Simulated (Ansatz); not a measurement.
A structure relaxed at PBE-D4/def2-SVP in Ansatz, charge 0, singlet:

Cartesian coordinates in Å:
```
F -2.642 0.880 1.330
F -2.420 0.001 -0.923
F -1.957 2.345 -0.490
F 0.163 -2.071 -1.547
F 1.731 -2.552 0.244
F 2.393 -1.109 -1.602
P -1.601 0.908 0.116
P 1.179 -1.295 -0.578
Pt 0.569 0.522 0.623
H 2.070 0.568 1.221
H 0.514 1.802 1.608
```

Task: Give its formula, name or SMILES.

Result: cis-PtH2(PF3)2 (P₂PtH₂F₆).

Task: Summarise the bond lengths by kind (pairs closer than 1.2 times the sum of covalent radii, bridged metal pairs left out).

Result: 6 × F–P 1.60 Å; 2 × P–Pt 2.26 Å; 2 × H–Pt 1.62 Å. The metal has 4 neighbours: P 2.26 Å, P 2.26 Å, H 1.62 Å, H 1.62 Å.

In the def2 sets Pt takes a core potential; there is no spin–orbit coupling. The relaxation made no stability test and no search for a lower SCF solution. No other spin state of charge 0 was run.
